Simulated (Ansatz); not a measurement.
`[CH3][In]([SH])[Br]` from Hartree–Fock to CCSD(T)

| atom | x (Å) | y (Å) | z (Å) |
| --- | --- | --- | --- |
| C1 | 0.8789 | -1.1854 | 0.6050 |
| In2 | -0.1877 | 0.4509 | -0.2479 |
| S3 | -2.5204 | 0.8975 | -0.1882 |
| Br4 | 1.0414 | 2.2049 | -1.5083 |
| H5 | 0.5974 | -2.1045 | 0.0905 |
| H6 | 0.6245 | -1.2771 | 1.6608 |
| H7 | 1.9477 | -1.0126 | 0.4921 |
| H8 | -2.3816 | 2.0263 | -0.9040 |

The species carries charge 0 and has multiplicity 1. Correlated methods include outer-core shells of Br, In, which these sets cover unevenly. Scalar relativity is left out up to krypton. In takes the def2 core potential. The geometry is a stationary point of PBE0-D4/def2-TZVP. It is one conformer, not always the lowest. Frozen core, restricted reference, the Gaussian-basis code of Ansatz.

```json
{"basis": "def2-SVP", "HF (Eh)": "?", "MP2 corr.": "-0.59038", "CCSD corr.": "?", "(T)": "-0.01735", "CCSD(T) total": "?"}
{"basis": "def2-TZVPP", "HF (Eh)": "-3199.48651", "MP2 corr.": "-0.91336", "CCSD corr.": "?", "(T)": "-0.03537", "CCSD(T) total": "?"}
{"basis": "def2-QZVPP", "HF (Eh)": "?", "MP2 corr.": "-1.44763", "CCSD corr.": "–", "(T)": "–", "CCSD(T) total": "–"}
```

Question: Fill in the withheld values. (Estimate.)

Answer: Ansatz gave: def2-SVP HF (Eh): -3198.97898; def2-SVP CCSD corr.: -0.62885; def2-SVP CCSD(T) total: -3199.62518; def2-TZVPP CCSD corr.: -0.94123; def2-TZVPP CCSD(T) total: -3200.46311; def2-QZVPP HF (Eh): -3199.55014.
